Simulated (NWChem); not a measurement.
Species: CH4SSe; SMILES [Se](C)S

```xyz
7

Se    -0.4620    -0.4571     0.0083
C      1.2702    -1.3451     0.0117
H      1.0614    -2.4238     0.0756
H      1.8544    -1.0323     0.8862
H      1.8181    -1.1326    -0.9153
S      0.1913     1.6473     0.0552
H      0.2926     1.8454    -1.2815
```
Atoms are numbered in this order, from 1.

Coordinates come from a PBE0/def2-SVP optimisation.

### Question
List the 4 lowest vertical singlet excitations from Hartree-Fock/def2-SVP, TDHF (NWChem).

### Answer
```
state  energy (eV)  oscillator strength  leading excitation (squared amplitude)
-----  -----------  -------------------  --------------------------------------
S1            4.76                0.003                      HOMO → LUMO (0.97)
S2            5.53                0.007                    HOMO−1 → LUMO (0.89)
S3            6.88                0.001                    HOMO → LUMO+1 (0.40)
S4            7.26                0.003                  HOMO−1 → LUMO+2 (0.45)
```
